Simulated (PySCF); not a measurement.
Spin states and ions at one geometry of [BiO2]+

PySCF 2.14.0, RKS BP86, Bi def2-SVP with ECP60, O def2-SVP; non-relativistic Hamiltonian with scalar-relativistic core potentials where named; density fitting; no spin-orbit coupling; singlets restricted, open shells unrestricted. The geometry is relaxed for charge +1, singlet, vacuum:

```xyz
3

Bi    0.0000    0.0000    0.3691
O     1.9209    0.0000    0.3722
O    -1.9209    0.0000    0.3722
```

Energies count from the relaxed state; an electron taken off or put on is at rest in vacuum. Charges and spins are Mulliken's.

```tsv
state	energy (eV)	spin squared	charge on Bi1 (e)	spin on Bi1 (e)	dipole about the centre of mass (D)
charge +1, singlet, vacuum	0.00	0.00	1.41	0.00	0.01
charge +1, triplet, vacuum	1.04	2.06	1.34	-0.10	0.00
charge 0, doublet, vacuum	-9.21	0.75	0.84	0.11	0.00
```

Problem. What does the state charge +2, doublet, vacuum give?

Solution. energy (eV) 18.18, spin squared 0.78, charge on Bi1 (e) 1.87, spin on Bi1 (e) -0.17, dipole about the centre of mass (D) 0.00.

With an electron taken off (doublet) the charges change, summed by element, by Bi +0.46 e, O +0.54 e. The vertical ionisation energy is 18.18 eV, against −ε(HOMO) = 14.51 eV of the relaxed state. The level lies 3.7 eV too high, as is usual for semilocal functionals and global hybrids, which keep a self-interaction error.

With an electron put on (doublet) the charges change, summed by element, by Bi -0.57 e, O -0.43 e. The vertical electron affinity is 9.21 eV, against −ε(LUMO) = 12.88 eV of the relaxed state.

Open shells may have lower solutions than those found.
